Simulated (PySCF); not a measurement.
C2H6F2Si, SMILES CC[SiH](F)F. Geometry: PBE-D3(BJ)/def2-SVP. One conformer was computed; it need not be the lowest.

Computed equilibrium geometry at PBE-D3(BJ)/def2-SVP (PySCF confirms it by a frequency run) as Cartesian coordinates in Å, and its point group (one conformer of several):
point group Cs.
```xyz
11

Si     0.6400     0.4155     0.0000
F      1.0353    -0.4817     1.3080
F      1.0353    -0.4817    -1.3080
C     -1.1970     0.7353     0.0000
C     -2.0453    -0.5464     0.0000
H      1.5017     1.6372     0.0000
H     -1.4252     1.3679    -0.8866
H     -1.4252     1.3679     0.8866
H     -3.1300    -0.3181     0.0000
H     -1.8309    -1.1675    -0.8929
H     -1.8309    -1.1675     0.8929
```
